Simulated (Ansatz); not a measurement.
CH5B (SMILES BC) at its CCSD(T)/cc-pVDZ minimum, average atomic masses, point group Cs.
(charge 0, multiplicity 1):
```tsv
atom	x (Å)	y (Å)	z (Å)
B	-0.4438	-0.7151	0.1021
H	-0.0240	-1.6120	0.8028
H	-1.5516	-0.8326	-0.3779
C	0.3892	0.6052	-0.1040
H	0.0642	1.2550	0.7454
H	0.1508	1.1632	-1.0276
H	1.4825	0.4837	0.0016
```

Correlated levels freeze the cores.

Run with Ansatz (Gaussian orbitals). Each number belongs to the level named beside it.

Harmonic frequencies (cm⁻¹): 169 549 678 971 1063 1090 1254 1326 1422 1468 2580 2653 2991 3099 3153.

Problem. Work out the rotational constants, the zero-point energy, and the ideal-gas entropy and heat capacity at 298.15 K and 1 bar (rigid rotor, harmonic oscillator).

Solution. 
Principal moments 5.405, 23.867, 26.153 u Å² give 16.8576/I = 3.119, 0.7063, 0.6446 cm⁻¹. Zero point: Σω/2 = 12233 cm⁻¹ = 34.98 kcal/mol. Translation R(1.5 ln M + 2.5 ln T − 1.1517) with M = 27.861 u: 150.35 J/(mol K). Rotation with σ = 1: q = 4437.0, S = R(ln q + 3/2) = 82.29. Vibration, summed over R(u/(eᵘ − 1) − ln(1 − e⁻ᵘ)) with u = 1.43878ω/T: 15.27, of which the lowest mode gives 10.21. S° = 247.9 J/(mol K); C_p = 4R + 22.58 = 55.84 J/(mol K).

Ansatz is a program for electronic structure.
